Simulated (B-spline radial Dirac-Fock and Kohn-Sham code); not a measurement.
# Tc: input and output of one calculation

ΔSCF core binding energies without Breit or QED terms, calculated with a radial finite-basis atomic code. Keys: rel is the Hamiltonian (dirac, or spin-free x2c and nr, where L3 and M5 stand for the whole 2p and 3d shells), method is hf or an exchange,correlation pair (spin-unpolarised, also for the hole states), nuc the nuclear model, radius_factor scales its radius, rmax is the box in bohr, h the logarithmic mesh step, order the B-spline order, points the quadrature points per cell, c_factor scales the speed of light, and damp, ndamp, maxit and tol steer the iteration. The run stops when the commutator error falls below 10·tol·max(1, Z/10), or the numerical noise floor, and the energy has settled to about 1e-8 Ha; the virial ratio is −V/T.

Input (task.json):

```json
{"items": [{"Z": 43, "q": 0, "cfg": [[1, 0, 2], [2, 0, 2], [2, 1, 6], [3, 0, 2], [3, 1, 6], [3, 2, 10], [4, 0, 2], [4, 1, 6], [4, 2, 5], [5, 0, 2]], "A": 97, "rrms": 4.4112, "do": "settings", "holes": ["K", "L3", "M5"],
  "settings": [{"rel": "dirac", "method": "hf", "nuc": "fermi", "radius_factor": 1.0, "rmax": 45.0, "h": 0.3, "order": 3, "points": 10, "c_factor": 1.0, "maxit": 61, "damp": 0.5, "ndamp": 3, "tol": 1e-08}]}]}
```

Command: `python xray2_run.py task.json out`

Ground-state iterations:

```
iter   energy (Ha)        error
   1    -4276.86069274  1.53e+00
   2    -4281.13533628  3.09e-01
   3    -4283.41207809  1.09e-01
   4    -4283.64409254  4.57e-02
   5    -4283.67572964  1.25e-02
   6    -4283.68144701  4.92e-03
   7    -4283.68223761  2.09e-03
   8    -4283.68241344  6.66e-04
   9    -4283.68243491  6.39e-05
  10    -4283.68243522  1.15e-05
  11    -4283.68243522  1.74e-06
  12    -4283.68243522  1.16e-07
```

The ground state converged in 12 iterations, with total energy -4283.68244 Ha, virial ratio 1.96249 and highest orbital energy -6.66 eV. ΔSCF binding energies: K (1s) 21114.3 eV, L3 (2p3/2) 2694.8 eV, M5 (3d5/2) 265.6 eV.

Problem. One setting is unsound. Which, and why?

Solution. order is too low for an accurate radial basis. With the default settings (Dirac Hartree-Fock): The ground state converged in 12 iterations, with total energy -4284.11356 Ha, virial ratio 1.96249 and highest orbital energy -6.68 eV. ΔSCF binding energies: K (1s) 21114.8 eV, L3 (2p3/2) 2694.4 eV, M5 (3d5/2) 265.2 eV.
